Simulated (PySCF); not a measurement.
**The first ionisation energy along the 4p block**

All values are computed (PySCF 2.14, energy differences of UHF-based or UKS calculations, no spin-orbit coupling). Values in eV. The last column holds reference values (NIST; (s) semi-empirical, (t) theoretical, else measured). Unmarked ones compare directly (S terms, centres of terms, or small fine structure); those marked * lie between the lowest fine-structure levels and include a spin-orbit shift.

```csv
element,configurations,UHF,LDA,PBE,PBE0,r2SCAN,MP2 (valence),reference
"Ga (aug-cc-pVQZ-PP with one added diffuse shell each of s, p, d, f, g type with ECP10MDF, ECP)",[Ar] 3d10 4s2 4p1 → [Ar] 3d10 4s2,5.535,6.002,5.928,5.958,6.091,5.768,5.931
"Ge (aug-cc-pVQZ-PP with one added diffuse shell each of s, p, d, f, g type with ECP10MDF, ECP)",[Ar] 3d10 4s2 4p2 → [Ar] 3d10 4s2 4p1,7.402,7.966,7.850,7.890,8.022,7.783,7.925
"As (aug-cc-pVQZ-PP with one added diffuse shell each of s, p, d, f, g type with ECP10MDF, ECP)",[Ar] 3d10 4s2 4p3 → [Ar] 3d10 4s2 4p2,9.409,9.981,9.844,9.912,10.065,9.931,10.008
"Se (aug-cc-pVQZ-PP with one added diffuse shell each of s, p, d, f, g type with ECP10MDF, ECP)",[Ar] 3d10 4s2 4p4 → [Ar] 3d10 4s2 4p3,8.541,9.846,9.605,9.598,9.655,9.344,9.635
"Br (aug-cc-pVQZ-PP with one added diffuse shell each of s, p, d, f, g type with ECP10MDF, ECP)",[Ar] 3d10 4s2 4p5 → [Ar] 3d10 4s2 4p4,10.708,12.026,11.748,11.763,11.830,11.674,11.844
"Kr (aug-cc-pVQZ-PP with one added diffuse shell each of s, p, d, f, g type with ECP10MDF, ECP)",[Kr] → [Ar] 3d10 4s2 4p5,13.038,14.284,13.990,14.040,14.122,14.140,14.222
```

Task: Which of these methods has the smallest mean absolute error against the measured values here?

Result: r2SCAN, with 0.074 eV.

| method | elements | mean error (eV) | mean absolute error (eV) | largest error (eV) |
| --- | --- | --- | --- | --- |
| UHF | 6 | -0.822 | 0.822 | -1.184 |
| LDA | 6 | 0.090 | 0.099 | 0.211 |
| PBE | 6 | -0.100 | 0.100 | -0.232 |
| PBE0 | 6 | -0.067 | 0.076 | -0.181 |
| r2SCAN | 6 | 0.037 | 0.074 | 0.160 |
| MP2 (valence) | 6 | -0.154 | 0.154 | -0.291 |

Errors include the incompleteness of the basis and the frozen core.

"Valence" correlates the outer s and p shells and, in groups 3 to 12 and the f block, the outer d or f shell, open or full, or the next shell where the ion has no valence electron left; the wider scheme adds the next inner shell.
